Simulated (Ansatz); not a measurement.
A nudged elastic band was laid between two geometries of CH7FSSi3 (13 atoms, charge 0, multiplicity 1).

Computed with RKS PBE/STO-3G in Ansatz.

* movable images: 9
* climbing image: yes
* spring: 5.0 eV/Å²
* optimiser: quadratic models (default)
* start path: through a guess of the saddle point
* force threshold: 0.05 eV/Å
* iteration limit: 31
* end points: relaxed

First end point:

```xyz
13
Properties=species:S:1:pos:R:3
F 0.435 -0.022 2.443
C 0.991 -0.645 1.305
S 0.369 -2.428 1.095
Si -0.504 -1.843 -0.785
Si 0.485 0.145 -0.420
Si -0.686 2.074 -0.296
H 2.110 -0.683 1.449
H -0.039 -2.642 -1.917
H -1.965 -1.894 -0.811
H 1.689 0.345 -1.226
H -1.886 1.914 0.510
H 0.117 3.136 0.291
H -1.096 2.509 -1.624
```

Last end point:

```xyz
13
Properties=species:S:1:pos:R:3
F 1.362 0.263 2.498
C 1.596 -0.427 1.336
S 0.023 -2.150 1.402
Si -0.271 -1.517 -0.691
Si 0.643 0.490 -0.255
Si -0.905 2.143 -0.411
H 1.011 -3.072 1.169
H 0.426 -2.501 -1.514
H -1.702 -1.670 -0.943
H 1.673 0.780 -1.252
H -2.052 1.883 0.448
H -0.356 3.431 -0.007
H -1.425 2.311 -1.765
```

(1) What changes between the two ends?

(2) What energy profile does the band end with?

(3) What is the geometry of the highest image?

## Answers

(1) Bonds broken: C2–H7. Bonds formed: S3–H7.

(2) It converged. The highest image is number 7 of 0 to 10, 319.1 kJ/mol above the first end and 26.5 kJ/mol above the last; the last end lies 292.7 kJ/mol above the first. Neighbouring images differ by up to 1.6 eV, so the band resolves the path poorly. A vibrational analysis at the climbing image gives one clearly imaginary mode, 592i cm⁻¹: a first-order saddle point. The orbitals stay closed-shell, which can raise the energy where a bond breaks towards radicals; this wasn't checked here. Limits of this set-up: minimal basis.

```csv
image,path coordinate (Å),energy (kJ/mol),C2–H7 (Å),S3–H7 (Å)
0,0.00,0.0,1.13,2.49
1,0.47,0.4,1.13,2.49
2,0.93,2.4,1.13,2.49
3,1.40,10.0,1.13,2.43
4,1.87,88.1,1.11,2.13
5,2.34,241.0,1.18,1.80
6,2.80,299.2,1.54,1.49
7,3.27,319.1,2.04,1.38
8,3.73,304.7,2.39,1.36
9,4.19,293.5,2.68,1.37
10,4.64,292.7,2.71,1.37
```

(3) 
```xyz
13
Properties=species:S:1:pos:R:3
F 0.977 0.388 2.498
C 1.486 -0.295 1.434
S -0.014 -2.559 1.264
Si -0.278 -1.651 -0.689
Si 0.621 0.372 -0.282
Si -0.858 2.078 -0.385
H 1.347 -2.318 1.258
H 0.355 -2.465 -1.726
H -1.714 -1.670 -0.940
H 1.726 0.640 -1.201
H -1.989 1.849 0.503
H -0.243 3.337 0.010
H -1.394 2.260 -1.729
```

The run took 18 min on 1 thread of Arm Neoverse N1 (shared host), peak memory 0.12 GiB.
